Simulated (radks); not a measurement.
Task: The mean radii <r> (bohr) of the occupied orbitals of an atom or ion are listed with their occupations. All-electron calculation, non-relativistic Kohn-Sham, PBE, spin-polarised, spherical densities, point nucleus. Program: a radial shooting solver on a logarithmic mesh with Libxc functionals.

orbital  occ.      <r>
1s up       1  0.01939
1s down     1  0.01939
2s up       1  0.08004
2s down     1  0.08009
2p up       3  0.06748
2p down     2  0.06753

Name the element and its charge. Open shells, if any, are filled with parallel spins first.

Result: Z = 78, platinum, charge +69: Pt69+ in [He] 2s2 2p5. The 1s radius gives Z: for a bare nucleus <r> = 1.5/Z, 0.01923 bohr for Z = 78, and screening makes it slightly larger (0.01939 here). The occupations add up to 9, and the charge is Z minus that.
